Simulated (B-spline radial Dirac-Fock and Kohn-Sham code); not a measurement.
Magnetic form factor of the 3d shell of Yb⁴³⁺

System: ytterbium as Yb⁴³⁺, [Ar] 3d9.

Input file task.json (cfg lists n, l and occupation; rrms is the nuclear radius in fm):

```json
{"items": [{
  "Z": 70,
  "q": 43,
  "cfg": [[1, 0, 2], [2, 0, 2], [2, 1, 6], [3, 0, 2], [3, 1, 6], [3, 2, 9]],
  "A": 174,
  "rrms": 5.3108,
  "do": ["scatter"],
  "s": [0.0, 0.05, 0.1, 0.15, 0.2, 0.25, 0.3, 0.35, 0.4, 0.45, 0.5, 0.6, 0.7, 0.8, 0.9, 1.0, 1.1, 1.2, 1.4, 1.6, 1.8, 2.0, 2.5, 3.0, 3.5, 4.0, 5.0, 6.0],
  "pz": [0, 0.1, 0.14, 0.19, 0.27, 0.37, 0.51, 0.71, 0.98, 1.4, 1.9, 2.6, 3.6, 5.0, 6.9, 9.6, 13.0, 18.0, 26.0, 35.0, 49.0],
  "hv_scatter": [2000, 5000, 17479.3, 20000, 30000, 100000, 200000, 500000]
}]}
```

Run with: `python xray_run.py task.json out`

Method: Dirac-Fock orbitals of the configuration average with a finite nucleus. Computed with a B-spline atomic structure program. ⟨j_K⟩ is the integral of the 3d radial density with the spherical Bessel function j_K(4πsr), s = sin θ/λ.

```
s (Å⁻¹)    ⟨j0⟩    ⟨j2⟩    ⟨j4⟩
      0  1.0000  0.0000  0.0000
   0.05  0.9992  0.0003  0.0000
    0.1  0.9970  0.0012  0.0000
   0.15  0.9932  0.0027  0.0000
    0.2  0.9879  0.0048  0.0000
   0.25  0.9812  0.0075  0.0000
    0.3  0.9730  0.0107  0.0000
   0.35  0.9635  0.0145  0.0001
    0.4  0.9525  0.0188  0.0001
   0.45  0.9403  0.0235  0.0002
    0.5  0.9269  0.0288  0.0004
    0.6  0.8964  0.0404  0.0007
    0.7  0.8618  0.0535  0.0013
    0.8  0.8235  0.0676  0.0021
    0.9  0.7821  0.0825  0.0033
      1  0.7384  0.0978  0.0049
    1.1  0.6929  0.1132  0.0068
    1.2  0.6462  0.1283  0.0092
    1.4  0.5518  0.1568  0.0154
    1.6  0.4595  0.1813  0.0233
```

Radial moments of the shell: ⟨r²⟩ = 0.04125, ⟨r⁴⟩ = 0.002902, ⟨r⁶⟩ = 0.0003119 in powers of bohr.
